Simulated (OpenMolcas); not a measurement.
## InCl3 (SMILES [Cl][In]([Cl])[Cl]): methods side by side

The species is InCl3 (4 atoms), meant as a singlet with charge 0. SMILES: `[Cl][In]([Cl])[Cl]`. The shape is that of a PBE0-D4/def2-TZVP optimisation.

Quantity: the electronic atomisation energy, in eV. The values are calculated. Electronic energies at fixed atoms, without zero-point motion or spin-orbit coupling.

```tsv
level	kind	program	value (eV)	less CCSD(T)/def2-SVP	CPU time (all runs)
HF/def2-SVP (core potential)	Hartree–Fock	OpenMolcas	7.42	-1.92	9.7 s
revPBE/def2-SVP (core potential)	GGA	OpenMolcas	9.60	+0.26	19 s
TPSS/def2-SVP (core potential)	meta-GGA	OpenMolcas	10.15	+0.81	25 s
r2SCAN/def2-SVP (core potential)	meta-GGA	OpenMolcas	10.25	+0.91	37 s
B3LYP/def2-SVP (core potential)	global hybrid	OpenMolcas	9.47	+0.13	19 s
M06-2X/def2-SVP (core potential)	hybrid meta-GGA	OpenMolcas	10.25	+0.91	22 s
PBE0/def2-SVP (core potential)	global hybrid	OpenMolcas	10.02	+0.68	20 s
CCSD(T)/def2-SVP (core potential), open shells restricted	coupled cluster or CI	OpenMolcas	9.34	0.00	47 s
```

Differences are taken from CCSD(T)/def2-SVP (core potential), open shells restricted for orientation; it has basis-set and higher-order errors of its own. The values span 7.42 to 10.25 eV. In the correlated wave-function rows the outer d shell of In is correlated, in sets not made for it. Times are those of the runs behind each value, whatever else they computed, on shared processors of several kinds: orders of magnitude only.
